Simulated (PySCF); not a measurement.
(3R)-1-fluoro-3-methylcyclobutene (C5H7F), SMILES C[C@H]1C=C(F)C1. Atoms are numbered in the order given.

```xyz
13

C     -2.2338     0.1342     0.1992
C     -0.8310    -0.1378     0.7250
C      0.0589    -1.0672    -0.1026
C      0.9475    -0.0894    -0.3106
F      2.1043    -0.0277    -0.9586
C      0.2425     0.9880     0.4597
H     -2.7293     0.9322     0.7762
H     -2.8625    -0.7687     0.2667
H     -2.2020     0.4424    -0.8588
H     -0.8685    -0.4149     1.7934
H     -0.0200    -2.1142    -0.3962
H      0.7654     1.3645     1.3541
H     -0.1265     1.8414    -0.1324
```
Charge 0, spin multiplicity 1.

Geometry optimised at B3LYP-D3(BJ)/def2-SVP.

Computed with M06-2X/def2-TZVP run with PySCF.

Q: Estimate the frontier levels, gap, dipole moment and polarisability. (Estimate from the structure and the level; the computed values follow.)

A: 
- highest occupied level = -8.31 eV
- lowest empty level = 1.44 eV
- orbital gap = 9.75 eV
- dipole moment = 1.68 D
- quadrupole, principal values (traceless, Buckingham form, about the centre of nuclear charge) = -4.47, 0.43, 4.04 D·Å
- mean static polarisability = 57.0 bohr³ (8.45 Å³)
- polarisability, principal values = 46.8, 58.1, 66.2 bohr³
